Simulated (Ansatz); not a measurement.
Input file for Ansatz (a quantum-chemistry and plane-wave program): R-CCSD(T)/def2-SVPD on C3H5I (a complex). Elements past Kr take the def2 small-core potentials; no spin–orbit coupling. The run froze 12 orbitals, filled d shells among them.

Ansatz 0.2 input:
```yaml
crystal:
  periodic: [false, false, false]
  atoms:
    - {symbol: C, position_ang: [-0.36684336, -0.09415075, 0.76662074]}
    - {symbol: C, position_ang: [-0.26250146, -1.05475692, 0.05944209]}
    - {symbol: H, position_ang: [-0.44791120, 0.75045712, 1.40921915]}
    - {symbol: H, position_ang: [-0.17604532, -1.90233454, -0.57582001]}
    - {symbol: C, position_ang: [1.57313081, -0.84335101, 3.77882438]}
    - {symbol: I, position_ang: [0.86105970, 1.12350394, 4.30884203]}
    - {symbol: H, position_ang: [1.21202640, -1.52884790, 4.53659620]}
    - {symbol: H, position_ang: [1.16847929, -1.07623622, 2.80040813]}
    - {symbol: H, position_ang: [2.65586688, -0.79832241, 3.76548303]}
basis:
  gaussian:
    orbitals: def2-SVPD
magnetization: {spin_polarized: false}
correlation: {method: ccsd_t, electrons: outside_noble_gas}
scf: {lower_state_search: off}
```

The log:

```
WARN ansatz: RAYON_NUM_THREADS=1 ignored (pool sized by the plan → 1); use --threads N
Functional definition: HF
these checks for a lower state are left out or cut short: stability, starts, cluster_reference, orbital_swaps, neighbouring_geometries, increment
integrals: 0.33 GiB planned
1447 factors; integrals over basis functions are off by at most 1.1e-3 eV
mean field: 0.45 GiB planned
mean field evaluation 1: about -11236.3710 eV, gradient 2.3e1 eV
mean field evaluation 2: about -11236.6268 eV, gradient 2.3e1 eV
mean field evaluation 4: about -11238.3132 eV, gradient 2.0e0 eV
mean field evaluation 8: about -11238.3306 eV, gradient 1.3e-1 eV
mean field -11238.33067725 eV, -413.0010347747 hartree, gradient 2.2e-6 eV, S^2 0.000000; 0 other end points of the search recorded, 0 dependent functions left out
12 core orbitals not correlated
reference -11238.33067725 eV, -413.0010347747 hartree; 12, 12 occupied and 111, 111 virtual orbitals, 1447 factors
second order -14.49424802 eV of doubles, -0.00000000 eV of singles
coupled cluster: 0.81 GiB planned
cycle   1  -15.10612800 eV  change   -6.1e-1 eV  update   9.4e-2
cycle   2  -15.55774006 eV  change   -4.5e-1 eV  update   2.9e-2
cycle   3  -15.64720010 eV  change   -8.9e-2 eV  update   1.3e-2
cycle   4  -15.65248872 eV  change   -5.3e-3 eV  update   3.9e-3
cycle   5  -15.65468311 eV  change   -2.2e-3 eV  update   1.2e-3
cycle   6  -15.65500694 eV  change   -3.2e-4 eV  update   3.4e-4
cycle   7  -15.65515731 eV  change   -1.5e-4 eV  update   8.8e-5
cycle   8  -15.65521296 eV  change   -5.6e-5 eV  update   3.1e-5
cycle   9  -15.65520632 eV  change    6.6e-6 eV  update   9.3e-6
perturbative correction -0.59800808 eV, -0.0219763914 hartree
Total energy: -11254.58389164 eV, -413.5983293868 hartree
Checks for a lower state left out: stability, starts, cluster_reference, orbital_swaps, neighbouring_geometries, increment
```

The run converged.

Cost: very roughly 27 core-seconds.
